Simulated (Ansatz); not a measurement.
Series GeX2: binding per atom (eV) at several levels, gas phase, relaxed structures; Ansatz. Core potentials for I in the def2 sets, no spin–orbit coupling. Binding counts from free atoms in the multiplicity of their measured ground term, without zero-point energy. A dash marks a value that wasn't run or was left out as unsound. The structures are stationary points that may keep the symmetry of their start. Correlated methods freeze inner cores and use unrestricted references for open shells.

```
          species    state             geometry  PBE-D4/def2-SVP  B3LYP-D4/6-31G  PBE0-D4/def2-SVP  PBE0-D4/def2-TZVP  LC-ωPBE/def2-TZVP  CCSD(T)/def2-TZVPP
             GeF2  singlet     PBE-D4/def2-TZVP             3.87            3.45              3.59               3.63               3.70                3.60
            GeCl2  singlet     PBE-D4/def2-TZVP             2.91            2.44              2.77               2.80               2.65                2.66
            GeBr2  singlet    PBE0-D4/def2-TZVP             2.59            2.16              2.47               2.49               2.30                2.36
             GeI2  singlet     PBE-D4/def2-TZVP             2.23               –              2.10               2.12               1.87                1.98
             GeH2  singlet  r2SCAN-D4/def2-TZVP             2.00            1.99              1.98               1.99                  –                2.03
Ge(NH2)2 (GeN2H4)  singlet  r2SCAN-D4/def2-TZVP             3.43            3.28              3.32               3.34                  –                3.26
   GeMe2 (C2H6Ge)  singlet     PBE-D4/def2-TZVP             3.65            3.59              3.62               3.60               3.56                3.54
```
